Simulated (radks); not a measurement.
Values are calculated unless marked as measured or tabulated.
Q: Ionisation of N+, [He] 2s2 2p2, to N2+, [He] 2s2 2p1, under several functionals. Scalar-relativistic Kohn-Sham, spin-polarised, spherical densities, point nucleus; open shells are filled with parallel spins first; a radial shooting solver on a logarithmic mesh with Libxc functionals. Known Delta-SCF values: exchange-only PBE 29.350 eV; BP86 30.120 eV. What does exchange-only LDA give, and what is its highest occupied eigenvalue?

A: 28.962 eV by Delta-SCF; the 2p eigenvalue is -21.018 eV. NIST: 29.601 eV (semi-empirical).
